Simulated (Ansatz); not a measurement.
Ideal-gas functions of `NC([SiH3])=S` at 600 K and 1 bar, from an Ansatz frequency run at PBE0-D4/def2-TZVP.

Molar mass 91.21 g/mol, point group Cs (symmetry number 1), electronic degeneracy 1, moments of inertia 77.685, 152.981, 224.647 u Å². Harmonic wavenumbers (cm⁻¹, unscaled): 102, 183, 342, 374, 427, 581, 646, 652, 678, 907, 935, 938, 941, 1269, 1395, 1635, 2180, 2260, 2269, 3556, 3700.

Use S(trans) = R[1.5 ln M + 2.5 ln T − 1.1517]; rotational temperatures θ = 24.2544 K / I; S(rot) = R[ln(√π/σ · √(T³/θAθBθC)) + 1.5]; for each mode x = 1.438777 ν̃/T, S = R[x/(eˣ − 1) − ln(1 − e⁻ˣ)] and H = RT x/(eˣ − 1); 1 cm⁻¹ = 0.0119627 kJ/mol; R = 8.31446 J/(mol·K).

By hand: the entropy, in J/(mol·K).

Translation 179.7. Rotation: θ = 0.3122, 0.1585, 0.108 K, giving 118.8. Vibration, mode by mode: 20.04, 15.23, 10.19, 9.49, 8.47, 6.20, 5.46, 5.40, 5.13, 3.32, 3.15, 3.13, 3.11, 1.67, 1.31, 0.83, 0.28, 0.24, 0.23, 0.02, 0.01, in all 102.9. Electronic 0.0. Sum 401.4 J/(mol·K).

By hand: H − E and G − E in kJ/mol, counted from the electronic energy.

Zero-point energy ½ × 25970 × 0.0119627 = 155.3; thermal vibration 33.5; translation, rotation and pV give 4 RT = 20.0. H − E = 208.8 kJ/mol, and G − E = 208.8 − 600 × 401.4/1000 = -32.0 kJ/mol.

Vibration gives 26 % of the entropy, 20.0 J/(mol·K) of it from the mode under 150 cm⁻¹: soft modes count most, and the harmonic formula is weakest for them. The sum counts one conformer and one mirror image; others add a mixing term.
